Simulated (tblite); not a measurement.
Compound: C6H8Se.
SMILES with atom numbers: `[CH:1]#[C:2][CH2:3][CH2:4][C:5]([CH3:6])=[Se:7]` (hydrogens: H8 on C1; H9, H10 on C3; H11, H12 on C4; H13, H14, H15 on C6)

Computed with GFN2-xTB (tblite), gas phase: nudged elastic band of 9 images (0 to 8), spring 0.2 eV/Å², climbing image at the end, force threshold 0.05 eV/Å. The top image wasn't refined or checked by frequencies; at this threshold it can lie a kcal/mol or more above the true saddle point of the method.

The band describes a rotation about C3–C4 (propargylic carbon, chain CH2 carbon), followed by the dihedral C2–C3–C4–C5, from the optimised start (68°) to a second optimised geometry at 180°.

Task: Give the energy profile along the converged band.

Result: 
```
image  dihedral (°)  E (kJ/mol)  C3–C4 (Å)  C2···C5 (Å)  largest true force (eV/Å)
    0            68        0.00      1.545         3.03                       0.01
    1            81        1.93      1.547         3.16                       0.04
    2            95        6.30      1.551         3.30                       0.05
    3           110       10.54      1.554         3.44                       0.04
    4           125       12.37      1.555         3.56                       0.03
    5           139       11.20      1.553         3.65                       0.04
    6           154        8.21      1.549         3.72                       0.04
    7           167        5.38      1.545         3.76                       0.04
    8           180        4.05      1.544         3.76                       0.01
```

Barriers of this band. The top is image 4 at 125°: 12.37 kJ/mol forward and 8.32 kJ/mol back; the end lies 4.05 kJ/mol above the start. The central bond is 0.010 Å longer at the top than at the start.

Task: What rate follows at 350 K for crossing this barrier forward?

Result: Taking the electronic barrier for the free energy of activation (no zero-point or entropy terms, transmission 1), rate = (kT/h)·exp(−ΔE/kT) ≈ 1 × 10^11 s⁻¹, whose inverse is 1 × 10^-11 s. An error of 1 kcal/mol in the barrier changes this by a factor of 4, and the method and the loose band can each miss by that much or more.

Task: How would the two end points share their population at 350 K, from these energies alone?

Result: exp(−ΔE/kT) with ΔE = 0.042 eV gives 0.25 for the higher one (end) against 1 for the lower, without vibrational, rotational or degeneracy terms. GFN2-xTB can put conformers this close in the wrong order.

Task: How long is the path, and how are the images spaced?

Result: Cartesian distances between aligned neighbours (all atoms, Å): 0.75, 0.76, 0.77, 0.77, 0.77, 0.77, 0.76, 0.74; the sum is 6.09 Å, and the top lies 50 % of the way along.

What follows is the cost of the whole band run. On Intel Xeon 6975P-C, one thread (shared host), this took 2.7 s of wall time and 0.19 GiB of memory at its peak.
